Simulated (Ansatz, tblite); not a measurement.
Two members of one family (Same ligands, another metal), computed with Ansatz in the gas phase; def2 core potentials for Ag, no spin–orbit coupling. The two geometries come from different levels. HOMO and LUMO are taken over both spins. Singlets are spin-restricted. The structures are stationary points that may keep the symmetry of their start. Remarks come from the PBE and PBE0 runs and from stability tests at other levels; not every state was tested.

First: [AgCl4]- (singlet, charge -1, r2SCAN-D4/def2-SVPD geometry).

```xyz
5

Ag    0.000    0.000    0.000
Cl    0.361   -1.212    1.970
Cl    1.131   -1.647   -1.220
Cl   -0.360    1.212   -1.970
Cl   -1.131    1.648    1.219
```

```csv
level,HOMO (eV),LUMO (eV),gap (eV)
PBE-D4/def2-SVPD,-2.65,-1.76,0.89
PBE-D4/def2-TZVPD,-2.60,-1.61,0.99
r2SCAN-D4/def2-TZVPD,-2.92,-1.77,1.15
PBE0-D4/def2-SVPD,-4.04,-1.35,2.69
PBE0-D4/def2-TZVPD,-3.99,-1.17,2.81
```

Metal–donor distances: 4 × Cl 2.34 Å. The relaxed triplet lies at 0.79 eV (BLYP-D4/def2-TZVPD) to 1.48 eV (LC-ωPBE/def2-TZVPD) from the singlet.

Second: [MnCl4]- (quintet, charge -1, PBE-D4/def2-SVPD geometry).

Cartesian coordinates in Å:
```
Mn 0.000 0.000 0.000
Cl -0.776 2.045 -0.512
Cl 2.081 0.580 0.615
Cl 0.504 -1.843 -1.182
Cl -1.809 -0.782 1.079
```

**Question.** Estimate how these quantities change from the first to the second (second minus first).

**Answer.** 
```csv
level,Δ HOMO (eV),Δ LUMO (eV),Δ gap (eV)
PBE-D4/def2-SVPD,0.25,0.43,0.17
PBE-D4/def2-TZVPD,0.35,0.46,0.10
r2SCAN-D4/def2-TZVPD,0.10,0.30,0.20
PBE0-D4/def2-SVPD,-0.22,0.18,0.41
PBE0-D4/def2-TZVPD,-0.14,0.29,0.42
```

Metal–donor distances: 4 × Cl 2.25 Å. Remarks: spin-contaminated (⟨S²⟩ up to 6.14), restricted SCF unstable (singlet), spin-contaminated (⟨S²⟩ up to 2.98) (triplet).
